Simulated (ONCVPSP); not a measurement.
**Pseudopotential generation for manganese: ONCV, LDA (Perdew-Zunger), scalar-relativistic.**

- Element: Mn (Z = 25)
- Generator: ONCVPSP 4.0.1
- Type: optimised norm-conserving Vanderbilt (ONCV)
- Functional: LDA (Perdew-Zunger)
- Relativity: scalar-relativistic
- Frozen core: [Ne]
- Valence charge: 15
- Reference configuration: 3s2 3p6 3d5 4s1 (charge +1)
- Partial waves: 3s+4s: rc 1.60 bohr, ncon 4, nbas 7, qcut 6.6 1/bohr, 2 projectors; 3p: rc 0.90 bohr, ncon 3, nbas 7, qcut 8.5 1/bohr, 1 projector; 3d: rc 1.80 bohr, ncon 4, nbas 9, qcut 9.1 1/bohr, 3 projectors, debl 3.7 Ha
- Local potential: polynomial inside 0.85 bohr (lpopt 3, dvloc0 6 Ha)
- Core correction: Teter function fitted to the true core (icmod 2), fcfact 0.35

All-electron outer shells of the reference configuration (LDA (Perdew-Zunger), scalar-relativistic, ld1.x):

```csv
shell,level (eV),outermost node (bohr),outermost maximum (bohr)
2p,-637.98,–,0.19
3s,-93.71,0.34,0.74
3p,-62.80,0.31,0.75
3d,-15.21,–,0.75
4s,-12.17,1.05,2.35
```

(1) Estimate the cutoffs (Ha) at which the residual kinetic energy of the hardest occupied pseudo-wave falls to 1 and 0.1 mHa per electron.

(2) Does the potential have ghost states?

(3) Tests: 3s2 3p6 3d5 4s2; 3s2 3p6 3d5 4s0; 3s2 3p6 3d4 4s0; 3s2 3p6 3d6 4s1. Which has the largest error in its energy relative to the reference configuration, and how large is it?

## Answers

(1) 32 Ha and 129 Ha.

(2) No bound ghost flagged; no localised positive-energy state flagged.

(3) 3s2 3p6 3d4 4s0, with +80 meV (all-electron minus pseudo) on +48.69 eV.
